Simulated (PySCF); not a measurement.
**From computed data to an observable: entropy of an ideal gas**

silylphosphine cation (H5PSi), SMILES [SiH3]P (connectivity only; charge and spin as stated), charge +1, multiplicity 2.

Geometry: B3LYP-D3(BJ)/def2-TZVP. The spin state was assumed, not searched.

B3LYP-D3(BJ)/def2-TZVP in PySCF 2.14.0 gives the harmonic wavenumbers 112, 337, 366, 389, 575, 651, 838, 918, 924, 1072, 2252, 2302, 2323, 2466, 2503 cm⁻¹ and the rotational temperatures 2.6214, 0.2511, 0.2456 K. The molar mass is 64.10 g/mol, the symmetry number 1, the spin multiplicity 2.

### Question
Work out the entropy at 298.15 K and 1 atm in the rigid-rotor, harmonic-oscillator model.

### Answer

Translation (Sackur–Tetrode at 1 atm): S = R[1.5 ln M + 2.5 ln T − 1.16487] = 160.6 J/(mol K).
Rotation: q = (√π/σ) T^1.5/√(θA θB θC) = 22700, S = R[ln q + 3/2] = 95.9 J/(mol K).
Vibration: with u = 1.4388 ν/T, each mode gives R[u/(e^u − 1) − ln(1 − e^−u)]:
```tsv
ν (cm⁻¹)	modes	u	S (J/(mol K))
112	1	0.54	13.53
337	1	1.63	5.13
366	1	1.77	4.59
389	1	1.88	4.20
575	1	2.77	2.07
651	1	3.14	1.55
838	1	4.04	0.75
918	1	4.43	0.54
924	1	4.46	0.53
1072	1	5.17	0.29
```
The stiffer modes add less than 0.005 each. Sum 33.2 J/(mol K).
Spin: R ln 2 = 5.8 J/(mol K).
Total 295.4 J/(mol K); the program's own thermochemistry gives 295.5. Translation makes up 54 % and vibration 11 %. Anharmonicity, hindered rotation and orbital degeneracy are left out.
